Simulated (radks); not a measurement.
Sm32+, configuration [Ar] 3d10 4s2. All-electron calculation, scalar-relativistic Kohn-Sham, PBEsol, spin-polarised, spherical densities, finite nucleus; Fermi nuclear charge, rms radius 5.0819 fm. Program: a radial shooting solver on a logarithmic mesh with Libxc functionals.

Normalised radial functions P(r) = r R(r), r in bohr:

| r | 3s | 3p | 4p |
|---|---|---|---|
| 0.001487 | 0.2817 | 0.0098 | 0.0056 |
| 0.002131 | 0.3714 | 0.0182 | 0.0104 |
| 0.003055 | 0.4797 | 0.0337 | 0.0193 |
| 0.004413 | 0.6036 | 0.0631 | 0.0361 |
| 0.006326 | 0.7203 | 0.1152 | 0.0658 |
| 0.009067 | 0.7962 | 0.2062 | 0.1177 |
| 0.0131 | 0.7669 | 0.3615 | 0.2062 |
| 0.01878 | 0.5483 | 0.5941 | 0.3379 |
| 0.02691 | 0.0739 | 0.9004 | 0.5091 |
| 0.03889 | -0.6276 | 1.2046 | 0.6717 |
| 0.05574 | -1.2233 | 1.2757 | 0.6855 |
| 0.07989 | -1.1684 | 0.8049 | 0.3676 |
| 0.1154 | -0.0331 | -0.3777 | -0.3457 |
| 0.1654 | 1.5792 | -1.7164 | -0.9798 |
| 0.2371 | 2.2776 | -2.2095 | -0.6995 |
| 0.3426 | 1.4974 | -1.4707 | 0.6820 |
| 0.4911 | 0.4574 | -0.4870 | 1.6464 |
| 0.7039 | 0.0523 | -0.0643 | 1.1098 |
| 1.017 | 0.0014 | -0.0021 | 0.2469 |
| 1.458 | 0.0000 | 0.0000 | 0.0145 |

3s: eigenvalue -2813.5 eV, 2 radial nodes at r = 0.0281, 0.116 bohr, <r> = 0.251 bohr, 90 % of the charge inside 0.367 bohr. 3p: eigenvalue -2557.3 eV, 1 radial node at r = 0.104 bohr, <r> = 0.248 bohr, 90 % of the charge inside 0.370 bohr. 4p (empty): eigenvalue -1223.4 eV, 2 radial nodes at r = 0.0983, 0.291 bohr, <r> = 0.520 bohr, 90 % of the charge inside 0.741 bohr.
